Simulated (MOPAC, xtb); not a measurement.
Noncovalent pair: NH3 (SMILES N) (first 4 atoms) with COS (SMILES O=C=S); geometry from B3LYP-D3(BJ)/def2-TZVP, rigid monomers moved along the line of their centres of mass till N1···C6 is 4.42 Å.
(charge 0, multiplicity 1):
```xyz
7

N      0.081    -0.085     0.027
H      0.717     0.697    -0.087
H      0.501    -0.886    -0.430
H     -0.770     0.138    -0.476
O      1.185     0.998     4.071
C      0.408     0.216     4.419
S     -0.631    -0.830     4.932
```

Counterpoise-corrected where a basis set is named; no monomer relaxation.

The state that PM3, PM7 reach isn't checked; PM7 holds dispersion and hydrogen-bond terms.

Codes used: MOPAC for PM3, PM7 (differences of heats of formation); xtb for the GFN methods. Each number belongs to the level named beside it.

**Question.** One of these levels gives -0.99 kcal/mol for the interaction energy. Name it.
(A) PM3
(B) GFN-FF
(C) PM7

**Answer.** C, PM7. The others give 0.08 (GFN-FF), -0.44 (PM3)
